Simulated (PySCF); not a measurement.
```xyz
6
charge 0 multiplicity 1, angstrom
Ge    0.0745    0.1702    0.0000
S    -0.8311   -1.6307    0.0000
O     1.7903    0.5592    0.0000
O    -0.6318    1.7667    0.0000
H     2.3449   -0.2316    0.0000
H     0.0515    2.4509    0.0000
```

All numbers come from PySCF, PBE0, basis Ge def2-SVP, S def2-SVP, O def2-SVP, H def2-SVP (no relativity, density fitting).

This geometry of GeS(OH)2 is a stationary point at this level.

Problem. What is the point group?

Solution. Cs.

Problem. Is it a minimum?

Solution. Yes: all harmonic wavenumbers are real.

Problem. List the harmonic modes with their infrared intensities.

Solution. 
```json
{"symmetry": "a'", "ω (cm⁻¹)": "176", "IR (km/mol)": "11.3"}
{"symmetry": "a''", "ω (cm⁻¹)": "190", "IR (km/mol)": "3.9"}
{"symmetry": "a'", "ω (cm⁻¹)": "240", "IR (km/mol)": "21.7"}
{"symmetry": "a''", "ω (cm⁻¹)": "382", "IR (km/mol)": "237"}
{"symmetry": "a''", "ω (cm⁻¹)": "422", "IR (km/mol)": "6.7"}
{"symmetry": "a'", "ω (cm⁻¹)": "555", "IR (km/mol)": "10.9"}
{"symmetry": "a'", "ω (cm⁻¹)": "745", "IR (km/mol)": "105"}
{"symmetry": "a'", "ω (cm⁻¹)": "769", "IR (km/mol)": "121"}
{"symmetry": "a'", "ω (cm⁻¹)": "900", "IR (km/mol)": "99.3"}
{"symmetry": "a'", "ω (cm⁻¹)": "925", "IR (km/mol)": "129"}
{"symmetry": "a'", "ω (cm⁻¹)": "3863", "IR (km/mol)": "137"}
{"symmetry": "a'", "ω (cm⁻¹)": "3879", "IR (km/mol)": "120"}
```

Problem. What are the dipole moment and the gap between the highest occupied and lowest empty levels?

Solution. 3.23 D and 5.98 eV.

Problem. What is the atomisation energy, with and without zero-point energy?

Solution. 1999 kJ/mol without, 1921 kJ/mol with.

Only a few start shapes were tried, so a lower isomer may exist. At this level a singlet minimum of C2v symmetry lies 3 kJ/mol below this structure.
